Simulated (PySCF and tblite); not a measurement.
Values are calculated unless marked as measured or tabulated.
C₆H₈Se, numbered as in [CH:1]#[C:2][C@@H:3]1[CH2:4][CH2:5][CH2:6][Se:7]1.

The ensemble was built from 60 distance-geometry starts (ETKDG, UFF, GFN2-xTB) and rests on GFN2-xTB geometries. Free energies are PBE0-D3(BJ)/pcSseg-1 single points with GFN2-xTB rigid-rotor and vibrational terms (modes under about 100 cm⁻¹ blended into free rotors). Symmetry numbers and mirror images are counted. Conformers within 2.5 kcal/mol (GFN2-xTB free energy) were kept, 6 at most. GIAO shieldings: PBE0/pcSseg-1. Shifts are against TMS (¹H), TMS (¹³C), Me2Se (⁷⁷Se) at the same level. Run with PySCF (density fitting) and tblite.

The 5-ring runs over atoms 3–4–5–6–7.

| conformer | shape | symmetry | E(GFN2) kcal/mol | E(DFT) kcal/mol |
| --- | --- | --- | --- | --- |
| 1 | 5-ring between envelope and twist (ring torsions -56, 40, -12, -17, 43°) | C1 | 0.00 | 0.00 |
| 2 | 5-ring between envelope and twist (ring torsions 56, -43, 17, 12, -39°) | C1 | 0.32 | 0.54 |

Problem. How much do the weights at 298.15 K and the averaged shift of Se7 depend on how the conformers are weighted?

Solution. 
```json
{"weighting": "DFT energy with thermal terms, symmetry and mirror images (full scheme)", "1 (%)": "69", "2 (%)": "31", "δ (ppm)": "460.6", "rms dipole (D)": "2.04"}
{"weighting": "DFT energy with symmetry and mirror images", "1 (%)": "71", "2 (%)": "29", "δ (ppm)": "461.7", "rms dipole (D)": "2.04"}
{"weighting": "bare DFT energy", "1 (%)": "71", "2 (%)": "29", "δ (ppm)": "461.7", "rms dipole (D)": "2.04"}
{"weighting": "GFN2-xTB energy with symmetry and mirror images", "1 (%)": "63", "2 (%)": "37", "δ (ppm)": "457.8", "rms dipole (D)": "2.05"}
{"weighting": "GFN2-xTB free energy", "1 (%)": "61", "2 (%)": "39", "δ (ppm)": "456.6", "rms dipole (D)": "2.05"}
{"weighting": "leading conformer alone", "1 (%)": "100", "2 (%)": "0", "δ (ppm)": "475.4", "rms dipole (D)": "1.99"}
{"weighting": "equal weights", "1 (%)": "50", "2 (%)": "50", "δ (ppm)": "451.6", "rms dipole (D)": "2.07"}
```

The largest departure from the full scheme, 14.8 ppm, comes with: leading conformer alone.

Spin–orbit effects of the heavy atoms on shieldings are missing.
